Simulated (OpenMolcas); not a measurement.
A calculation on Ar⁴⁺.

- Program: OpenMolcas 26.06
- Method: SS-CASPT2, IPEA 0.25 Eh, imaginary shift 0.1 Eh (closed shells correlated: 2s 2p 3s)
- Basis: ANO-RCC-VTZP [5s4p2d1f]
- Scalar Hamiltonian: DKH2, point nucleus
- Active space: 2 electrons in 3 orbitals (3p)
- State averaging: 2S+1 = 3 even, 3 roots; 2S+1 = 1 even, 6 roots
- Spin-orbit coupling: state interaction with AMFI integrals over the reference wave functions, term energies averaged over their components

Task: Which level of the active space comes out lowest?

Result: 3s2 3p2 3P0, with 100 % of that term; it is also the measured ground level.

Task: How high does 3s2 3p2 3P2 lie?

Result: 1918 cm-1 above the lowest level; measured 2029 cm-1 above the ground level, so the calculation is off by -5 %.

Task: How high does 3s2 3p2 1S0 lie?

Result: 38760 cm-1 above the lowest level; measured 37912 cm-1 above the ground level, so the calculation is off by +2 %.

Task: How high does 3s2 3p2 1D2 lie?

Result: 16420 cm-1 above the lowest level; measured 16299 cm-1 above the ground level, so the calculation is off by +1 %.

Measured values: Saloman, J. Phys. Chem. Ref. Data 39, 033101 (2010).

Term energies are means over components that CASPT2 splits; among the terms shown or strongly mixed into the levels shown the widest spread is 120 cm-1 (3s2 3p2 1D). With the s shell closed, the reference lacks s² → p² mixing. Computed and measured levels are paired by configuration, term and J; levels that our copy of the source lacks, or whose pairing is in doubt (as where it misses far off the trend of its configuration), stay unpaired and out of the deviations. Levels of configurations outside the active space are missing.
